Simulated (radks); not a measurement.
The numbers below are computed, except where a source is named.
Isoelectronic series with 19 electrons, all held in the configuration [Ar] 3d1, which need not be the ground one along the series. Code: a radial shooting solver on a logarithmic mesh with Libxc functionals. Model: Dirac Kohn-Sham, PBE, spin-unpolarised, spherical densities, finite nucleus; open shells fill j = l - 1/2 first; Fermi nuclear charge, rms radius of each element as measured or else 0.836 A^(1/3) + 0.57 fm. Total energies (hartree) and mean radii <r> (bohr) (* marks an orbital that is empty in some or all of the ions):

ion,E (hartree),3d5/2*,3d3/2,3p3/2,3p1/2,3s1/2
Sr19+,-2979.21760,0.3994,0.3973,0.4394,0.4323,0.4444
Zr21+,-3341.51403,0.3702,0.3681,0.4098,0.4025,0.4152
Mo23+,-3725.89187,0.3451,0.3429,0.3839,0.3764,0.3895
Ru25+,-4132.60351,0.3233,0.3209,0.3611,0.3534,0.3667
Pd27+,-4561.91691,0.3041,0.3016,0.3408,0.3329,0.3463
Cd29+,-5014.11895,0.2871,0.2845,0.3226,0.3145,0.3279
Sn31+,-5489.52266,0.2719,0.2693,0.3063,0.2979,0.3112
Te33+,-5988.45581,0.2582,0.2555,0.2915,0.2828,0.2960
Xe35+,-6511.28228,0.2459,0.2431,0.2780,0.2691,0.2821
Ba37+,-7058.3810,0.2346,0.2318,0.2657,0.2565,0.2694
Ce39+,-7630.1651,0.2244,0.2214,0.2544,0.2449,0.2576
Nd41+,-8227.0745,0.2150,0.2120,0.2440,0.2342,0.2467
Sm43+,-8849.5493,0.2064,0.2033,0.2344,0.2243,0.2366
Gd45+,-9498.1412,0.1984,0.1952,0.2255,0.2151,0.2272
Dy47+,-10173.3785,0.1911,0.1877,0.2172,0.2065,0.2184
Er49+,-10875.8571,0.1842,0.1808,0.2095,0.1985,0.2101
Yb51+,-11606.1792,0.1778,0.1743,0.2022,0.1909,0.2023
Hf53+,-12365.0450,0.1719,0.1682,0.1955,0.1838,0.1950
W55+,-13153.1857,0.1663,0.1626,0.1891,0.1771,0.1881
Os57+,-13971.3514,0.1611,0.1572,0.1831,0.1708,0.1816
Pt59+,-14820.4446,0.1561,0.1522,0.1775,0.1648,0.1754
Hg61+,-15701.3257,0.1515,0.1475,0.1722,0.1591,0.1696
Pb63+,-16615.0119,0.1471,0.1430,0.1671,0.1537,0.1640
